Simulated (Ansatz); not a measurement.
Reactions of `[CH3][Y]([OH])[OH]`.

Isolated molecules relaxed with PBE0-D4/def2-TZVP in Ansatz; ΔE leaves out vibrations. CBS: MP2 limit from def2 TZ/QZ plus the TZ coupled-cluster correction, frozen cores. This one scheme is used for every species. Elements past krypton have def2 core potentials. For Y outer-core shells are correlated without core-valence functions, which leaves a few kJ/mol of doubt a bond. One conformer a species, not always the lowest.

Order these by ΔE at CCSD(T)/CBS, lowest first. (An estimate is asked.)
A. `[CH3][Y]([OH])[OH]` + H–F → `[OH][Y]([OH])[F]` + CH₄
B. `[CH3][Y]([OH])[OH]` + HCl → `[OH][Y]([OH])[Cl]` + CH₄
C. `[CH3][Y]([OH])[OH]` + CH₄ → `[CH3][Y]([CH3])[OH]` + H₂O
D. `[CH3][Y]([OH])[OH]` + dimethylamine → `C[N](C)[Y]([OH])[OH]` + CH₄
E. `[CH3][Y]([OH])[OH]` + H₂O → `[OH][Y]([OH])[OH]` + CH₄
F. `[CH3][Y]([OH])[OH]` + H–F → `[CH3][Y]([OH])[F]` + H₂O

B (-2.78 eV), A (-2.65 eV), E (-2.06 eV), D (-1.27 eV), F (-0.56 eV), C (+2.14 eV).

Largest T1 diagnostic: 0.014, for `[OH][Y]([OH])[F]`.
